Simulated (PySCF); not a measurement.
# Which determinant of CaSb⁺ lies lowest?

Unrestricted PBE0; Ca def2-SVP, Sb def2-SVP with ECP28; scalar-relativistic core potentials (PySCF 2.14). Outer shells of the fragments: Ca+ 4s1; Sb 4d10 5s2 5p3.

Followed along the bond (rough minima from three points):

```
2Ms+1    unpaired  ⟨S²⟩ at the start  R at minimum (Å)  Te (eV)
    3        π ↑↑               2.02              2.97     0.00
    1        π ↑↓               1.01              2.96     0.29
    1        none               0.00              2.95     1.11
    3    σ ↑, π ↑               2.01  none in the scan   ≤ 0.96
    5  σ ↑↑, π ↑↑               6.00  none in the scan   ≤ 1.26
```

Solutions found at the starting distance of 3.055 Å, counted from the lowest of them; the search is not exhaustive and high or unbound solutions are not listed, so other states can lie among these:

```csv
2Ms+1,unpaired,term,E (eV),⟨S²⟩,⟨Lz²⟩,μ (D)
3,π ↑↑,³Σ⁻,0.00,2.02,0.00,-12.72
1,π ↑↓,mixed,0.30,1.01,2.01,-12.85
1,none,mixed,1.12,0.00,2.00,-12.71
3,"σ ↑, π ↑",³Π,1.15,2.01,1.01,-13.80
5,"σ ↑↑, π ↑↑",⁵Σ⁻,1.37,6.00,0.00,-6.16
1,"σ ↓, π ↑",mixed,1.43,1.02,1.01,-13.68
3,"σ ↑↑, π ↑↓",mixed,2.03,3.01,2.01,-6.09
1,"σ ↓↓, π ↑↑",mixed,2.04,2.01,0.00,-6.15
3,"σ ↑, π ↑",³Π,2.11,2.00,1.01,-5.33
1,"σ ↓, π ↑",mixed,2.14,1.00,1.01,-5.36
```

A term symbol is given only where ⟨S²⟩ and ⟨Lz²⟩ are close to those of a pure state; real π, δ and φ orbitals otherwise mix terms. A positive dipole points towards Sb; it is taken about the centre of mass and depends on that origin.

Spin–orbit coupling is left out. Counting both spins, an empty level lies below a filled one in some of these solutions, because spin and occupation are held.
